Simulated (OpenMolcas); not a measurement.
# Cd+: from RASSCF to RASPT2

```
Program             : OpenMolcas 26.06
Basis               : ANO-RCC-VDZP [6s5p3d1f]
Scalar Hamiltonian  : DKH2, point nucleus
Active space        : 1 electron in 9 orbitals (RAS2 5s 5p; RAS3 5d, at most 1 electron)
State averaging     : 2S+1 = 2 even, 1 root; 2S+1 = 2 odd, 3 roots
Spin-orbit coupling : state interaction with AMFI integrals over the reference wave functions, term energies averaged over their components
```

Methods on the same reference wave functions:
A. RASSCF
B. SS-RASPT2, IPEA 0.25 Eh, imaginary shift 0.1 Eh (closed shells correlated: 4d)

Energies in cm⁻¹ above 5s ²S_1/2, the measured ground level; measured values from NIST Handbook of Basic Atomic Spectroscopic Data.

```json
{"Level": "5s ²S_1/2", "A": "0.0", "B": "0.0", "Measured": "0.0"}
{"Level": "5p ²P°_1/2", "A": "40932", "B": "44826", "Measured": "44136"}
{"Level": "5p ²P°_3/2", "A": "42810", "B": "46704", "Measured": "46619"}
```

Deviations, from unrounded energies. A percentage is the sum of absolute deviations over the sum of measured energies, with the sign that they share, or ± where signs differ.

```
           Against measurement  Levels     A     B
mean absolute deviation (cm-1)       2  3500   390
      other configurations (%)       2  -7.7  +0.9
```

B lies closest to measurement on these levels. The largest miss of B in the table is 5p ²P°_1/2, by +690 cm-1. The ranking rests on the paired levels alone, and a cruder setting can come out closer through cancelling errors.

The lowest spin-free term lies below A's lowest term by 0.268 hartree in B.

With one active electron outside closed inactive shells, the extra shells (5d) add no correlation to the reference. With one active electron the reference holds no correlation, so core polarisation is missing (holds for A). With one active electron, CASPT2 adds the correlation within the correlated inactive shells and between them and that electron, and leaves the splitting within a term as the reference gives it (holds for B). Measured partners are found by configuration, term and J. A level has none where our copy of the source lacks it or the pairing is in doubt (some pairs that miss far off the trend of their configuration count as doubtful), and it then counts in no deviation. Levels of configurations outside the active space are missing.

° marks odd parity.
